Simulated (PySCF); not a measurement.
A run for PySCF: R-M06-2X/6-31G* on CH5GaO (SMILES C[O][GaH2]), a point of a torsion scan.

```python
from pyscf import gto, scf, dft, mp
from pyscf.data.elements import chemcore

mol = gto.M(
    atom='''
    C     1.36164358    0.08510903    0.06246125
    O     0.08994685   -0.07315398   -0.53720442
    Ga   -1.33415313   -0.18168199   -1.44885266
    H     1.97293559    0.78293348   -0.51284993
    H     1.24032140    0.46931845    1.07749151
    H     1.86952715   -0.88101209    0.10562775
    H    -1.33794999    0.20548821   -2.94938878
    H    -2.54273793   -0.68338319   -0.63704005
    ''',
    basis='6-31g*',
    cart=True,
    charge=0, spin=0, verbose=3, max_memory=1800)
mf = dft.RKS(mol, xc='m062x')
mf.conv_tol = 1e-8
mf.max_cycle = 100
mf.kernel()
if not mf.converged:
    mf = mf.newton().run(mf.mo_coeff, mf.mo_occ)
```

Problem. What total energy does the run end on?

Solution. -2040.8237 hartree.
